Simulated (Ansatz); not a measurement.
Born–Oppenheimer molecular dynamics of AlBrH4O3 (9 atoms, charge 0, multiplicity 1). It starts at the highest image of a converged band, a first-order saddle point between two minima.

Level of theory: Ansatz 0.2.0, RKS BHLYP-D4/def2-SVP.

* ensemble: NVE (velocity Verlet)
* time step: 0.5 fs
* steps asked: 200
* starting velocities drawn for: 100 K
* seed: 2398

First frame:

```xyz
9
Properties=species:S:1:pos:R:3
Al -0.142 -0.359 0.227
O 0.991 0.881 0.677
O -1.671 -0.179 0.904
O 0.375 -1.829 -0.396
H 0.749 1.565 -0.774
Br 0.033 1.357 -2.060
H 0.906 1.390 1.479
H -2.406 -0.775 0.813
H 1.166 -2.051 -0.870
```

(1) How far do the bonds stretch over the last three quarters of this one trajectory? (Pairs bonded in most of those frames.)

Answers

(1) 
```
   bond  mean (Å)  spread (Å)  shortest  longest
 Al1–O2     1.730       0.003      1.72     1.74
 Al1–O3     1.687       0.025      1.65     1.73
 Al1–O4     1.681       0.021      1.65     1.71
Al1–Br6     2.813       0.012      2.80     2.84
  O2–H7     0.954       0.010      0.94     0.97
  O3–H8     0.949       0.008      0.94     0.96
  O4–H9     0.950       0.014      0.93     0.97
 H5–Br6     1.461       0.006      1.45     1.47
```

Mean temperature of the second half: 48 K. The conserved energy stayed within 0.091 meV per atom of its start (net change 0.056 meV per atom), so the integration is sound. The temperature averaged 0.48 of the 100 K drawn at the start: a run that starts near a minimum puts about half its kinetic energy into the potential. A run of 0.1 ps of so small a system gives no equilibrium averages. The orbitals stay closed-shell, which can raise the energy where a bond breaks towards radicals; this wasn't checked here.

Run time: 9.1 min on 2 threads of Arm Neoverse V2, on a shared host, peak memory 0.27 GiB.
